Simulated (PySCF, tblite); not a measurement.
Species: C8H9NSi.
Cartesian coordinates in Å at the GFN2-xTB level; atoms count from 1:
```
atom  x, y, z in Å
C1     4.2780   -0.0792   -1.2634
C2     3.5207   -0.3024   -0.3563
Si3    2.3522   -0.6334    1.0393
N4     0.7613   -0.1055    0.5291
C5     0.4247    1.1804    0.1889
C6    -0.8927    1.2414   -0.1317
C7    -1.4218   -0.0760    0.0109
C8    -2.7754   -0.5280   -0.2151
C9    -3.7961    0.2465   -0.5648
C10   -0.3710   -0.8608    0.4151
H11    4.9394    0.1139   -2.0591
H12    2.7419    0.1600    2.2085
H13    2.2385   -2.0671    1.2980
H14    1.1690    1.9527    0.2003
H15   -1.4327    2.1154   -0.4369
H16   -2.9289   -1.5916   -0.0760
H17   -4.7837   -0.1533   -0.7193
H18   -3.6828    1.3073   -0.7078
H19   -0.3505   -1.9111    0.6327
```

Level of theory: PBE0/pcSseg-1 in PySCF (dipole) on a GFN2-xTB geometry, gas phase.

Masses are those of the commonest isotopes; rigid-rotor values at the optimised geometry. The values belong to one conformer with, in the numbering `[CH:1]#[C:2][SiH2:3][n:4]1[cH:5][cH:6][c:7]([CH:8]=[CH2:9])[cH:10]1`, C2–Si3–N4–C5 -61°, C6–C7–C8–C9 -2°.

(1) Give the principal moments of inertia and the rotational constants in GHz.

(2) Classify the top.

(3) Is it planar, by Δ = Ic − Ia − Ib?

(4) Where do the levels up to J = 3 lie, in MHz?

(5) Which lines would a microwave search look for?

(6) Estimate the classical rotational partition function at 10 K, 50 K and 200 K.

## Answers

(1) Ia = 149.38, Ib = 950.67, Ic = 996.68 u·Å²; 505379 MHz·u·Å²/I gives 3383, 531.6 and 507.1 MHz, that is A = 3.3833, B = 0.5316, C = 0.5071 GHz.

(2) A near-prolate asymmetric top; Ray's κ = -0.983.

(3) Not planar: Δ = Ic − Ia − Ib = -103.37 u·Å². For a rigid frame Δ = −2 Σ m c², so Σ m c² = 51.69 u·Å² lies off the ab plane: 11.27 from hydrogen and 40.41 from heavier atoms. The atom farthest from that plane is 1.77 Å away.

(4) Above 0(0,0):
J = 1: 1(0,1) 1039, 1(1,1) 3890, 1(1,0) 3915
J = 2: 2(0,2) 3116, 2(1,2) 5943, 2(1,1) 6017, 2(2,1) 14572, 2(2,0) 14572
J = 3: 3(0,3) 6231, 3(1,3) 9022, 3(1,2) 9169, 3(2,2) 17688, 3(2,1) 17688, 3(3,1) 32007, 3(3,0) 32007
The levels of one J sum to (2J + 1)J(J + 1)(A + B + C)/3.

(5) The dipole components are |μa| = 2.33 D, |μb| = 0.24 D, |μc| = 0.05 D. Intensities carry the squares of the components, which stand as 1.00 : 0.01 : 0.00 (a : b : c). Some lines, for components of 0.1 D or more:

```csv
type,branch,"J(Ka,Kc)",MHz,lower level (cm⁻¹)
a,R,"2(1,2) ← 1(1,1)",2053,0.130
a,R,"2(0,2) ← 1(0,1)",2077,0.035
a,R,"2(1,1) ← 1(1,0)",2102,0.131
b,Q,"4(1,3) ← 4(0,4)",2989,0.346
a,R,"3(2,2) ← 2(2,1)",3116,0.486
a,R,"4(3,2) ← 3(3,1)",4155,1.068
a,R,"5(0,5) ← 4(0,4)",5190,0.346
b,R,"3(1,3) ← 2(0,2)",5906,0.104
b,R,"4(1,4) ← 3(0,3)",6896,0.208
b,Q,"5(2,4) ← 5(1,5)",8776,0.609
b,R,"2(2,1) ← 1(1,0)",10657,0.131
b,R,"2(2,0) ← 1(1,1)",10682,0.130
b,R,"3(2,2) ← 2(1,1)",11671,0.201
b,R,"3(2,1) ← 2(1,2)",11745,0.198
b,R,"5(2,4) ← 4(1,3)",13662,0.446
b,Q,"5(3,2) ← 5(2,3)",14316,0.902
b,Q,"4(3,2) ← 4(2,3)",14320,0.729
b,R,"3(3,1) ← 2(2,0)",17436,0.486
b,R,"4(3,1) ← 3(2,2)",18475,0.590
b,Q,"5(4,1) ← 5(3,2)",20047,1.379
b,Q,"4(4,1) ← 4(3,2)",20047,1.206
b,R,"4(4,1) ← 3(3,0)",24202,1.068
b,R,"5(4,2) ← 4(3,1)",25241,1.206
b,Q,"5(5,0) ← 5(4,1)",25775,2.048
b,Q,"5(5,1) ← 5(4,2)",25775,2.048
```

(6) Point group C1, symmetry number σ = 1; q = (√π/σ)·√((kT/h)³/(ABC)), k/h = 20836.6 MHz/K: 5580 at 10 K, 62400 at 50 K, 499000 at 200 K.

Its lowest GFN2-xTB frequency is 15i cm⁻¹, too small to tell a flat minimum from a shallow saddle. Zero-point vibration and centrifugal distortion are left out. Quadrupole hyperfine structure (14N) is left out.
